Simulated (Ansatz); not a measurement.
C5H5F3O3 can be A, `CO/C(O)=C\C(=O)C(F)(F)F`, or B, `COC(=O)CC(=O)C(F)(F)F`.

Calculated with Ansatz (gas phase, PBE0-D4/def2-TZVP geometries, no zero-point term in ΔE). CCSD(T)/CBS adds triple-zeta CCSD(T) − MP2 to the extrapolated MP2 energy (def2 sets, frozen cores). Functionals use def2-TZVPP. B3LYP here is the variant with VWN-RPA as its local correlation; programs differ in this. Each species was taken in one conformer, which may not be the lowest.

A:

```xyz
16

C     1.693   -1.029   -0.890
O     0.624   -0.084   -0.917
C    -0.614   -0.545   -0.780
O    -0.962   -1.586   -1.547
C    -1.532   -0.002    0.044
C    -1.371    1.001    1.071
O    -2.315    1.459    1.671
C     0.036    1.517    1.486
F     0.879    0.503    1.747
F    -0.049    2.250    2.583
F     0.582    2.276    0.531
H     2.600   -0.440   -0.777
H     1.584   -1.704   -0.040
H     1.757   -1.603   -1.818
H    -0.363   -1.654   -2.299
H    -2.548   -0.359   -0.065
```

B:

Z-matrix (Å, degrees):
```
C
O 1 1.428
H 1 1.090 2 110.3
H 1 1.087 2 105.7 3 -119.7
H 1 1.090 2 110.4 3 120.6
C 2 1.331 1 115.1 3 -60.5
C 6 1.513 2 110.6 1 -178.2
O 6 1.199 2 124.8 1 0.6
C 7 1.505 6 110.7 2 -165.3
H 7 1.092 6 108.3 2 76.3
H 7 1.092 6 109.5 2 -41.9
O 9 1.192 7 124.7 6 -99.0
C 9 1.549 7 115.5 6 83.7
F 13 1.336 9 111.5 7 -40.2
F 13 1.343 9 108.1 7 77.6
F 13 1.317 9 112.2 7 -162.7
```

Which is lower in electronic energy at CCSD(T)/CBS, and by how much? (Estimate.)

Computed: B, by 96.0 kJ/mol.

Give E(B) − E(A) in kJ/mol with PBE0-D4, B3LYP-D4, PBE-D4, r2SCAN-D4, CCSD(T)/def2-SVP, BLYP-D4, HF/def2-TZVPP. (Estimate.)

Ansatz gave: PBE0-D4 -85.1, B3LYP-D4 -84.2, PBE-D4 -80.2, r2SCAN-D4 -81.6, CCSD(T)/def2-SVP -112.1, BLYP-D4 -81.0, HF/def2-TZVPP -110.3. None reverses the order clearly.

Does the order hold for the free energy at 298.15 K (harmonic terms from PBE0-D4)? (An estimate is asked.)

Ansatz gave: Yes: G(B) − G(A) = -99.7 kJ/mol, for one conformer each. Modes under 60 cm⁻¹, often nearly free rotors, make the harmonic entropy too high.

Largest T1 diagnostic: 0.014.

From PBE to PBE0 (25 % exact exchange), in def2-TZVPP and without D4, E(B) − E(A) moves by −4.7 kJ/mol. In def2-TZVPP, CCSD(T) changes the Hartree–Fock value by +11.2 kJ/mol (the triples alone add +3.3 kJ/mol) and MP2 by +11.9 kJ/mol.
